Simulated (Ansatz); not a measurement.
Gas-phase electronic energies from Ansatz, PBE0-D4/def2-TZVP geometries. CCSD(T)/CBS adds triple-zeta CCSD(T) − MP2 to the extrapolated MP2 energy (def2 sets, frozen cores). One conformer a species, not always the lowest.

Reaction (formal exchange of groups at the Si–N bond): `N[Si](N)(N)O` + `C=C(Cl)O[SiH3]` → `N[Si](N)(O)O[SiH3]` + `C=C(N)Cl`

`N[Si](N)(N)O`:

```xyz
12

N     1.182    1.133   -0.032
Si   -0.121    0.046    0.136
N    -1.293    0.564   -0.990
N     0.649   -1.490    0.058
O    -1.014    0.010    1.524
H     1.004    2.117   -0.149
H     2.065    0.960    0.419
H    -1.071    0.687   -1.962
H    -2.265    0.359   -0.841
H     1.339   -1.655   -0.657
H     0.107   -2.322    0.225
H    -0.582   -0.409    2.269
```

`C=C(Cl)O[SiH3]`:

```xyz
10

C    -1.549    0.038   -1.478
C    -0.735    0.261   -0.458
Cl   -1.001    1.599    0.628
O     0.327   -0.489   -0.171
Si    1.431   -0.330    1.070
H    -2.394    0.682   -1.661
H    -1.355   -0.800   -2.133
H     2.354   -1.462    0.837
H     0.769   -0.459    2.389
H     2.153    0.960    0.976
```

`N[Si](N)(O)O[SiH3]`:

Cartesian coordinates in Å:
```
N -0.876 1.559 -0.378
Si 0.005 0.541 0.666
N -1.128 -0.246 1.645
O 1.061 1.206 1.730
O 0.933 -0.378 -0.335
Si 0.759 -1.450 -1.554
H -1.536 2.219 -0.002
H -0.463 1.896 -1.231
H -0.878 -0.632 2.538
H -1.994 -0.604 1.285
H 1.973 1.240 1.440
H -0.417 -2.333 -1.325
H 1.988 -2.278 -1.632
H 0.574 -0.739 -2.848
```

`C=C(N)Cl`:

Cartesian coordinates in Å:
```
C 0.459 -0.059 -1.124
C -0.260 -0.252 -0.022
N 0.020 0.195 1.250
Cl -1.688 -1.234 -0.064
H 0.194 -0.538 -2.053
H 1.339 0.573 -1.094
H -0.787 0.398 1.818
H 0.724 0.916 1.289
```

| species | SCS-MP2/def2-QZVPP energy (Eh) |
| --- | --- |
| `N[Si](N)(N)O` | -532.61460 |
| `C=C(Cl)O[SiH3]` | -903.00388 |
| `N[Si](N)(O)O[SiH3]` | -842.80134 |
| `C=C(N)Cl` | -592.85146 |

(1) Work out ΔE.

Largest T1 diagnostic among the species: 0.012.

Results:

(1) ΔE = (-842.80134) + (-592.85146) − (-532.61460) − (-903.00388) = -0.03432 Eh = -21.5 kcal/mol. CCSD(T)/CBS gives -20.9 kcal/mol.

In def2-TZVPP, CCSD(T) changes the Hartree–Fock value by +3.2 kcal/mol (the triples alone add +0.6 kcal/mol) and MP2 by +2.8 kcal/mol. From PBE to PBE0 (25 % exact exchange), in def2-TZVPP and without D4, ΔE moves by −1.2 kcal/mol.
